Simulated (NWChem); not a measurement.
# C$_{2}$H$_{7}$OSb; SMILES [Sb]([OH])([CH3])[CH3]

```xyz
11

Sb     0.0571    -0.0006     0.3980
C     -0.9795    -1.5666    -0.6695
H     -0.7681    -1.4464    -1.7418
H     -2.0633    -1.4944    -0.4936
H     -0.6268    -2.5531    -0.3374
C     -0.9516     1.5842    -0.6691
H     -0.7048     1.4829    -1.7359
H     -0.6137     2.5659    -0.3088
H     -2.0402     1.5048    -0.5298
O      1.6306    -0.0143    -0.8483
H      2.4445    -0.0224    -0.3323
```
Atoms are numbered in this order, from 1.

Program: NWChem. Coordinates come from a PBE0/def2-SVP optimisation. No frequency run checked for a minimum. def2 effective core potentials on Sb; no spin-orbit coupling. Ions are spin-unrestricted doublets at the neutral geometry; other ion states weren't tried.

Question: Estimate the computed values for B3LYP/def2-SVP. Quantities: vertical ionisation energy, ΔSCF (eV); −ε(HOMO) (eV).

Answer: 
```
Property                               Result
-------------------------------------  ------
vertical ionisation energy, ΔSCF (eV)    8.70
−ε(HOMO) (eV)                            6.40
```
